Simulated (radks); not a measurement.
Species: the scandium ion Sc18+. Configuration: [He] 2s1. Method: scalar-relativistic Kohn-Sham, LDA (Slater exchange, VWN5 correlation), spin-polarised, spherical densities, finite nucleus; open shells are filled with parallel spins first; Fermi nuclear charge, rms radius 3.5459 fm; computed with a radial shooting solver on a logarithmic mesh with Libxc functionals. Some entries of the table are withheld. Estimate them.

| orbital | occ. | eigenvalue (eV) | <r> (bohr) |
|---|---|---|---|
| 1s up | 1 | -5425.846 | 0.07255 |
| 1s down | 1 | -5419.937 | 0.07251 |
| 2s up | 1 | -1255.916 | 0.3016 |
| 2s down | 0 | -1229.598 | 0.3028 |
| 2p up | 0 | -1213.846 | (1) |
| 2p down | 0 | -1190.249 | (2) |
| 3s up | 0 | -533.5078 | 0.6933 |
| 3s down | 0 | -526.5768 | 0.7012 |
| 3d up | 0 | -515.6336 | (3) |
| 3d down | 0 | -501.5901 | (4) |

Answer. 
(1) 2p up <r> (bohr): 0.2583
(2) 2p down <r> (bohr): 0.2581
(3) 3d up <r> (bohr): 0.5540
(4) 3d down <r> (bohr): 0.5687
